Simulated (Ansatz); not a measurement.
`C=[CH][GeH2][Cl]`, relaxed with RKS PBE0-D4/def2-TZVP in Ansatz 0.2.0 from a PBE-D4/def2-SVP geometry. The force threshold is 0.005 eV/Å; the program also tests the step.

The species carries charge 0 and has multiplicity 1.

Start:

```xyz
9

C     0.124   -1.317    0.906
C    -0.381   -0.701   -0.178
Ge   -0.117    1.194   -0.555
Cl    2.034    1.597   -0.646
H    -0.047   -2.391    1.096
H     0.747   -0.786    1.646
H    -0.975   -1.281   -0.908
H    -0.719    1.573   -1.932
H    -0.666    2.110    0.570
```

Problem. By how much does the energy fall, and how many steps does the optimiser take? (An estimate is asked.)

Solution. Computed: 0.10 eV, in 18 steps, 2 of them rejected.

Problem. Which bonds change most? (An estimate is asked.)

Solution. The calculation gave: Ge3–Cl4 from 2.190 to 2.160 Å; C1–C2 from 1.345 to 1.326 Å; C2–Ge3 from 1.950 to 1.932 Å; C1–H6 from 1.104 to 1.086 Å.

Problem. Give the relaxed structure. (An estimate is asked.)

Solution. The calculation gave: 
```xyz
9

C     0.304   -1.373    0.695
C    -0.552   -0.615    0.023
Ge   -0.157    1.185   -0.555
Cl    1.852    1.651    0.088
H     0.048   -2.382    1.005
H     1.294   -1.016    0.963
H    -1.536   -1.007   -0.228
H    -0.174    1.330   -2.084
H    -1.079    2.228    0.094
```
